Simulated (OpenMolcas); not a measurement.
**Mn4+, Tc4+, Re4+: d3 down the group**

* Program: OpenMolcas
* Method: RASSCF
* Basis: ANO-RCC-VTZP
* Scalar Hamiltonian: DKH2, point nucleus
* Spin-orbit coupling: state interaction with AMFI integrals over the reference wave functions, term energies averaged over their components

Active space for each ion: 9 electrons in 8 orbitals (RAS1 p, at most 2 holes; RAS2 d).

Computed levels in cm-1 above 4F 3/2:

```json
{"Level": "4F 5/2", "Mn4+": "386", "Tc4+": "1096", "Re4+": "4927"}
{"Level": "4F 7/2", "Mn4+": "909", "Tc4+": "2467", "Re4+": "9399"}
{"Level": "4F 9/2", "Mn4+": "1557", "Tc4+": "4009", "Re4+": "12936"}
{"Level": "4P 1/2", "Mn4+": "19194", "Tc4+": "14005", "Re4+": "16634"}
{"Level": "4P 3/2", "Mn4+": "19334", "Tc4+": "13959", "Re4+": "14650"}
{"Level": "4P 5/2", "Mn4+": "19821", "Tc4+": "15741", "Re4+": "23017"}
{"Level": "2G 7/2", "Mn4+": "20962", "Tc4+": "16384", "Re4+": "21798"}
{"Level": "2G 9/2", "Mn4+": "21509", "Tc4+": "17423", "Re4+": "33989"}
{"Level": "2P 1/2", "Mn4+": "24907", "Tc4+": "19604", "Re4+": "27467"}
{"Level": "weight of 4F in the lowest level (%)", "Mn4+": "100", "Tc4+": "99", "Re4+": "87"}
```

Mixed levels, with the weight of the term that names them: Re4+ 4F 9/2 (74 %), Re4+ 4P 1/2 (75 %), Re4+ 4P 3/2 (51 %), Re4+ 2G 9/2 (53 %), Re4+ 2P 1/2 (75 %).

Measured, with the error of the calculation in %. Measured levels: Mn4+ from Corliss and Sugar, J. Phys. Chem. Ref. Data 6, 1253 (1977); Re4+ from the list in Brasseur, Gamrath and Quinet, At. Data Nucl. Data Tables 157, 101636 (2024).

```tsv
Level	Mn4+	Re4+
4F 5/2	359 (+7.4)	4853 (+1.5)
4F 7/2	835 (+8.9)	8973 (+4.7)
4F 9/2	1412 (+10.2)	11914 (+8.6)
4P 1/2	16434 (+16.8)	14325 (+16.1)
4P 3/2	16595 (+16.5)	
4P 5/2	17049 (+16.3)	20922 (+10.0)
2G 7/2	17892 (+17.2)	19013 (+14.6)
2G 9/2	18399 (+16.9)	
2P 1/2	23082 (+7.9)	23669 (+16.0)
```

The fine-structure level 4F 9/2 changes by a factor of 8.31 from Mn4+ to Re4+.

Without spin-orbit coupling 4P lies 18702, 12788, 12047 cm-1 above 4F in that order; the difference to the level 4P 1/2, of either sign, comes from spin-orbit coupling, which also lowers the zero.

Without dynamic correlation excited terms often stand tens of per cent too high (terms of higher spin than the ground term too low), and those without a measured partner can miss by more than the paired ones. Active for correlation alone: 3p; no level in the range computed is led by a configuration that opens it, so any true level of that kind is missing (holds for Mn4+). Active for correlation alone: 4p; no level in the range computed is led by a configuration that opens it, so any true level of that kind is missing (holds for Tc4+). Active for correlation alone: 5p; no level in the range computed is led by a configuration that opens it, so any true level of that kind is missing (holds for Re4+). Measured partners are found by configuration, term and J. A level has none where our copy of the source lacks it or the pairing is in doubt (some pairs that miss far off the trend of their configuration count as doubtful), and it then counts in no deviation. Levels of configurations outside the active space are missing.
